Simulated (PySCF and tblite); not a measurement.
Values are calculated unless marked as measured or tabulated.
System: C₅H₁₁NSe, numbered as in [CH3:1][N:2]1[CH2:3][CH2:4][Se:5][CH2:6][CH2:7]1.

Motion: pyramidal inversion at N2. GFN2-xTB gives an electronic barrier of 5.5 kcal/mol and a reaction energy of 0.0 kcal/mol.

Spin–orbit effects of heavy atoms on shieldings are missing.

What does revPBE/pcSseg-1 + D3(BJ) give on GFN2-xTB geometries?

A barrier of 6.3 kcal/mol, 0.8 above the tight-binding barrier (from unrounded values), a reaction energy of 1.3 kcal/mol and, with GFN2-xTB thermal terms, ΔG‡(298 K) = 5.3 kcal/mol and k = 1.6×10⁹ s⁻¹ (2 equivalent paths).

Programs: tblite and PySCF.
